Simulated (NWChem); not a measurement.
A series in which one site is exchanged, each optimised at PBE0/def2-SVP with NWChem, gas phase unless a solvent is named. Some are not confirmed as minima by frequencies. def2 effective core potentials on Zr, Sn, Hf; no spin-orbit coupling.

A: [Cl][TiH2][Cl] (TiH2Cl2; site = Ti)
B: [Cl][HfH2][Cl] (HfH2Cl2; site = Hf)
C: [Cl][SnH2][Cl] (SnH2Cl2; site = Sn)
D: [Cl][ZrH2][Cl] (ZrH2Cl2; site = Zr)

| quantity | A | B | C | D |
|---|---|---|---|---|
| dipole (D), PBE0/def2-SVP | 0.20 | 0.19 | [?] | 0.31 |
| orbital gap (eV), PBE0/def2-SVP | 6.02 | 6.38 | [?] | 6.10 |
| static polarisability, B3LYP/def2-SVPD (bohr³) | 69.1 | 72.2 | [?] | 74.5 |

**Question.** Some entries are withheld; supply them.

**Answer.** 
- dipole (D), PBE0/def2-SVP, C: 2.75
- orbital gap (eV), PBE0/def2-SVP, C: 7.42
- static polarisability, B3LYP/def2-SVPD (bohr³), C: 68.9
